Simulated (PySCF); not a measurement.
## Working out the ionisation energy of Sn⁺

Sn⁺ [Kr] 4d10 5s2 5p1 (2P) → Sn²⁺ [Kr] 4d10 5s2 (1S). Calculation: PySCF 2.14, in aug-cc-pVQZ-PP with ECP28MDF (7s7p5d3f2g, 92 functions); scalar relativity through the core potential. Frozen: 4s2 4p6 4d10. Energies in hartree (1 hartree = 27.21139 eV):

```
             part  Sn⁺ (lower)  Sn²⁺ (upper)
              UHF  -213.088934   -212.583459
MP2 opposite-spin    -0.032324     -0.026054
    MP2 same-spin    -0.002338      0.000000
```

Question: What does Hartree-Fock give?

Answer: (-212.583459) − (-213.088934) = 0.505475 hartree = 13.755 eV.

Question: What do MP2 and SCS-MP2 (6/5 opposite-spin, 1/3 same-spin) give?

Answer: The opposite-spin parts differ by 0.171 eV and the same-spin parts by 0.064 eV. MP2: 13.755 + (0.171) + (0.064) = 13.990 eV. SCS-MP2: 13.755 + 1.2 × (0.171) + (0.064)/3 = 13.982 eV.

Measured between the centres of the two terms (NIST): 14.282 eV, so MP2 (valence) is off by -0.292 eV.

What remains against the reference includes basis incompleteness, the frozen core and correlation beyond second order.
